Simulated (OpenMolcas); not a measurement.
**Ni5+: Racah parameters, worked from levels**

```json
{
  "Program": "OpenMolcas 26.06",
  "Basis": "ANO-RCC-VTZP [6s5p3d2f1g]",
  "Scalar Hamiltonian": "DKH2, point nucleus",
  "Active space": "5 electrons in 10 orbitals (3d 4d)",
  "State averaging": "2S+1 = 6 even, 1 root; 2S+1 = 4 even, 24 roots; 2S+1 = 2 even, 53 roots",
  "Spin-orbit coupling": "state interaction with AMFI integrals over the reference wave functions, term energies averaged over their components"
}
```

Methods: CASSCF; MS-CASPT2, IPEA 0.25 Eh, imaginary shift 0.1 Eh (closed shells correlated: 3s 3p).

**Racah parameters.** Above ⁶S, d5 has ⁴D at 17B + 5C, ⁴G at 10B + 5C and ⁴P at 7B + 7C. The first two fix B and C, and the third tests them; where it misses by thousands of cm-1, two parameters do not describe the configuration (Trees and configuration-interaction terms are left out) and B and C hang on the terms chosen. Term energies are centres of gravity, weighted by 2J + 1.

```tsv
Source	⁴D	⁴G	B	C	C/B	⁴P from B, C	⁴P found
CASSCF	57183	45893	1613	5953	3.69	52962	52508
MS-CASPT2	52248	43473	1254	6187	4.93	52087	47913
```

Energies in cm-1. From CASSCF to MS-CASPT2, B changes by -22.3 % and C by +3.9 %.

CASPT2 does not keep the components of a term degenerate, so their means are used; among the terms shown or strongly mixed into the levels shown the widest spread is 120 cm-1 (3d⁵ ⁴G, MS-CASPT2). Active for correlation alone: 4d; no level in the range computed is led by a configuration that fills it, so any true level of that kind is missing. Without dynamic correlation excited terms often stand tens of per cent too high (terms of higher spin than the ground term too low), and those without a measured partner can miss by more than the paired ones (holds for CASSCF). Levels of configurations outside the active space are missing.
